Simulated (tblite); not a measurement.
Species: C7H8NS (doublet state).
Bonds: N1–C2, C2–C3, C3–C4 (aromatic), C4–C5 (aromatic), C5–C6 (aromatic), C6–S7, C6–C8 (aromatic), C8–C9 (aromatic), C3–C9 (aromatic). Hydrogens: H10, H11 on N1; H12, H13 on C2; H14 on C4; H15 on C5; H16 on C8; H17 on C9.

A start from a force field or distance geometry was refined with tblite 0.8.0, GFN2-xTB geometry optimisation, gas phase. Values at the start:

```csv
coordinate,start
N1–C2,1.450 Å
N1–H10,1.039 Å
C2–C3,1.491 Å
C2–H12,1.121 Å
C3–C4,1.385 Å
C4–C5,1.384 Å
C4–H14,1.101 Å
C5–C6,1.407 Å
C5–H15,1.102 Å
C6–S7,1.797 Å
N1–C2–C3,112.6°
C2–C3–C4,121.1°
C2–C3–C9,117.8°
C3–C4–C5,120.3°
C4–C3–C9,121.0°
C4–C5–C6,120.0°
C5–C6–S7,121.1°
C5–C6–C8,119.0°
N1–C2–C3–C4,-89°
```

Q: How do these coordinates change at the GFN2-xTB level?

A: 
```csv
coordinate,GFN2-xTB (Å or °),change
C6–S7,1.718,-0.079
C2–H12,1.093,-0.028
N1–H10,1.015,-0.024
C5–H15,1.079,-0.023
C4–H14,1.081,-0.020
C2–C3,1.506,+0.015
C3–C4,1.395,+0.010
N1–C2,1.458,+0.008
C4–C5,1.376,-0.008
C5–C6,1.401,-0.006
C2–C3–C9,120.8,+3.0
C4–C3–C9,118.8,-2.2
C2–C3–C4,120.3,-0.8
C5–C6–S7,120.4,-0.7
N1–C2–C3,111.8,-0.8
C3–C4–C5,121.0,+0.7
C5–C6–C8,119.1,+0.1
C4–C5–C6,120.1,+0.1
N1–C2–C3–C4,-85,+4
```

The energy falls by 20.0 kJ/mol over 43 L-BFGS steps, the largest force on an atom goes from 1.58 to 0.007 eV/Å, and the atoms move by 0.105 Å rms after alignment. The bond that changes most is C6–S7 (ends: carbon bonded to 2 C and S; sulfur bonded to C), which shortens by 0.079 Å. Bonds longer at the end by more than 0.005 Å: 5 of 17; shorter: 11. Among the dihedrals that turn most is H11–N1–C2–H12, from -42° to -62°. Rotational constants go from 4451, 685.5, 625.8 to 4431, 701.2, 640.6 MHz.

Its GFN2-xTB frequencies are all real (lowest 41 cm⁻¹). 2 starts were optimised and ended at 0.00 and 1.10 kcal/mol (GFN2-xTB); the lowest of these is shown.

One conformer stands for the species.

These are computed values.
